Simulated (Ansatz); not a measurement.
A run for Ansatz (a first-principles code): R-PBE/def2-TZVPP on BH4P (SMILES BP), a point of a torsion scan.

Ansatz 0.2 input:
```yaml
crystal:
  periodic: [false, false, false]
  atoms:
    - {symbol: B, position_ang: [-0.85634179, -0.02012758, -0.11789146]}
    - {symbol: P, position_ang: [0.98731198, 0.32703404, -0.18081335]}
    - {symbol: H, position_ang: [-1.59291265, 0.78883895, -0.52939342]}
    - {symbol: H, position_ang: [-1.27538930, -0.88110021, 0.55183446]}
    - {symbol: H, position_ang: [1.24484616, -0.19387622, -1.43410408]}
    - {symbol: H, position_ang: [1.45855752, -0.81568595, 0.44742617]}
basis:
  gaussian:
    orbitals: def2-TZVPP
hamiltonian:
  xc: {name: PBE}
scf: {lower_state_search: off}
```

Output:

```
WARN ansatz: RAYON_NUM_THREADS=1 ignored (pool sized by the plan → 1); use --threads N
Functional definition: PBE
these checks for a lower state are left out or cut short: stability, starts, cluster_reference, orbital_swaps, neighbouring_geometries, increment
integrals: 0.03 GiB planned
692 factors; their error is unknown
mean field: 0.32 GiB planned
mean field evaluation 1: about -10020.7455 eV, gradient 3.0e1 eV
mean field evaluation 2: about -10018.4536 eV, gradient 3.9e1 eV
mean field evaluation 4: about -10023.8519 eV, gradient 2.7e0 eV
mean field evaluation 8: about -10023.8734 eV, gradient 4.8e-2 eV
mean field evaluation 16: about -10023.8542 eV, gradient 1.4e-5 eV
mean field -10023.85421323 eV, -368.3698479236 hartree, gradient 3.5e-6 eV, S^2 0.000000; 0 other end points of the search recorded, 0 dependent functions left out
reference -10023.85425141 eV, -368.3698493268 hartree; 12, 12 occupied and 117, 117 virtual orbitals, 692 factors
Total energy: -10023.85425141 eV, -368.3698493268 hartree
Checks for a lower state left out: stability, starts, cluster_reference, orbital_swaps, neighbouring_geometries, increment
```

The run converged.

Cost: about 1.3 core-seconds (a rough figure).
